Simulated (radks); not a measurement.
Values are calculated unless marked as measured or tabulated.
Species: Ba+. Configuration: [Xe] 6s1. Code: a radial shooting solver on a logarithmic mesh with Libxc functionals. Model: Dirac Kohn-Sham, exchange-only PBE, spin-unpolarised, spherical densities, point nucleus.

Spin-orbit splittings of the eigenvalues, e(l+1/2) - e(l-1/2), with zeta = 2 splitting/(2l+1) and mean radii in bohr:

| shell | occ. | splitting (eV) | zeta (eV) | <r> j=l-1/2 | <r> j=l+1/2 |
|---|---|---|---|---|---|
| 2p | 6 | 381.8 | 254.5 | 0.09193 | 0.09792 |
| 3p | 6 | 73.79 | 49.19 | 0.2816 | 0.2935 |
| 3d | 10 | 15.73 | 6.292 | 0.2644 | 0.2681 |
| 4p | 6 | 15.39 | 10.26 | 0.6970 | 0.7243 |
| 4d | 10 | 2.614 | 1.046 | 0.7951 | 0.8051 |
| 5p | 6 | ? | ? | 1.864 | 1.949 |

Estimate the 5p splitting.

Answer. 2.076 eV (zeta = 1.384 eV).
